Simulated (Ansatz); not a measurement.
Ideal-gas functions of `BBBr` at 600 K and 1 bar, from an Ansatz frequency run at PBE0-D4/def2-TZVP.

Molar mass 104.55 g/mol, point group Cs (symmetry number 1), electronic degeneracy 1, moments of inertia 14.975, 121.797, 132.566 u Å². Harmonic wavenumbers (cm⁻¹, unscaled): 117, 344, 444, 625, 831, 848, 954, 1035, 1175, 2578, 2650, 2659.

Use S(trans) = R[1.5 ln M + 2.5 ln T − 1.1517]; rotational temperatures θ = 24.2544 K / I; S(rot) = R[ln(√π/σ · √(T³/θAθBθC)) + 1.5]; for each mode x = 1.438777 ν̃/T, S = R[x/(eˣ − 1) − ln(1 − e⁻ˣ)] and H = RT x/(eˣ − 1); 1 cm⁻¹ = 0.0119627 kJ/mol; R = 8.31446 J/(mol·K).

Question: By hand: the entropy, in J/(mol·K).

Answer: Translation 181.4. Rotation: θ = 1.6197, 0.1991, 0.183 K, giving 108.8. Vibration, mode by mode: 18.91, 10.15, 8.18, 5.69, 3.83, 3.71, 3.04, 2.61, 2.00, 0.12, 0.11, 0.10, in all 58.4. Electronic 0.0. Sum 348.6 J/(mol·K).

Question: By hand: H − E and G − E in kJ/mol, counted from the electronic energy.

Answer: Zero-point energy ½ × 14260 × 0.0119627 = 85.3; thermal vibration 19.1; translation, rotation and pV give 4 RT = 20.0. H − E = 124.4 kJ/mol, and G − E = 124.4 − 600 × 348.6/1000 = -84.8 kJ/mol.

Vibration gives 17 % of the entropy, 18.9 J/(mol·K) of it from the mode under 150 cm⁻¹: soft modes count most, and the harmonic formula is weakest for them.
